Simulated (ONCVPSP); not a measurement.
## Pt, ONCV: configuration errors across variants

- Element: Pt (Z = 78)
- Generator: ONCVPSP 4.0.1
- Type: optimised norm-conserving Vanderbilt (ONCV)
- Functional: PBE
- Relativity: fully relativistic
- Frozen core: [Kr] 4d10 4f14
- Valence charge: 18
- Reference configuration: 5s2 5p6 5d9.5 6s0.5
- Partial waves: 5s+6s: rc 1.40 bohr, ncon 3, nbas 6, qcut 7.9 1/bohr, 2 projectors; 5p: rc 1.80 bohr, ncon 4, nbas 8, qcut 8.9 1/bohr, 1 projector; 5d: rc 2.30 bohr, ncon 4, nbas 9, qcut 7.8 1/bohr, 3 projectors, debl 1.9 Ha
- Local potential: polynomial inside 1.15 bohr (lpopt 5, dvloc0 4 Ha)
- Core correction: none

Open shells are filled in proportion to 2j + 1.

All-electron excitation energies from the reference (eV): (1) 5s2 5p6 5d9 6s1 0.133; (2) 5s2 5p6 5d9 6s0 9.343; (3) 5s2 5p6 5d8 6s0 29.325; (4) 5s2 5p6 5d8 6s2 1.152.

1 further variants failed, have other tests or too few solved ones, and are left out.

Errors AE − PS in meV (a dash: test not solved or not reliable):

| change | (1) | (2) | (3) | (4) | bound ghosts | GHOST(+) flags above zero |
| --- | --- | --- | --- | --- | --- | --- |
| base | -0.1 | +0.3 | +2.5 | 0.0 | none | s, d3/2 |
| d: debl 0.2 | 0.0 | +0.4 | +3.4 | +0.4 | none | s, d5/2, d3/2 |
| d: debl 0.35 | -0.2 | +0.2 | +2.4 | -0.1 | none | s |
| d: debl 2.5 | -0.1 | +0.3 | +2.7 | +0.1 | none | s, d3/2 |
| d: debl 4.5 | -0.1 | +0.3 | +2.7 | +0.3 | none | s |

Task: Give the same row for: d: debl 0.85.

Result: -0.2, +0.2, +2.2, -0.2; bound ghosts: none; GHOST(+) flags above zero: s, d3/2.
